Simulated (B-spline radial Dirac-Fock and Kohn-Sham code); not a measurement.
# Kohn-Sham estimates against Dirac-Fock for the levels of Pt⁶⁰⁺

System: Pt⁶⁰⁺ in the configuration 1s2 2s2 2p6 3s2 3p6.

The density-functional columns are spherical, spin-unpolarised Dirac-Kohn-Sham results without Breit or QED terms: −ε is minus the orbital energy of the initial state and ΔSCF the difference of two total energies. The reference in the last column comes from relaxed Dirac-Fock hole states (ΔSCF) with Breit and QED corrections and a finite nucleus. All numbers are from a B-spline atomic structure program, in eV; a selection of levels is shown. The Kohn-Sham columns are given as differences from the reference. For the 1s level of heavy atoms much of the gap between ΔSCF and the reference is the Breit and QED part, -420.2 eV here; for other levels the error of the functional can be larger.

| level | LDA −ε − DF | LDA ΔSCF − DF | Dirac-Fock |
| --- | --- | --- | --- |
| K | -244.2 | +408.8 | 83051.5 |
| L1 | -191.6 | -32.8 | 18399.5 |
| L2 | -139.0 | +55.0 | 17827.3 |
| L3 | -152.9 | +17.3 | 16086.7 |
| M1 | -87.9 | -21.6 | 7201.5 |
| M2 | -51.4 | +19.5 | 6967.6 |
| M3 | -56.5 | +9.4 | 6517.4 |

For the outermost level NIST gives 6517 ± 10 eV (theoretical); the differences from it are LDA −ε -56.07, LDA ΔSCF +9.78, Dirac-Fock +0.39 eV.

Values without a named source are computed, but for edge energies of neutral atoms, which are taken from tables.
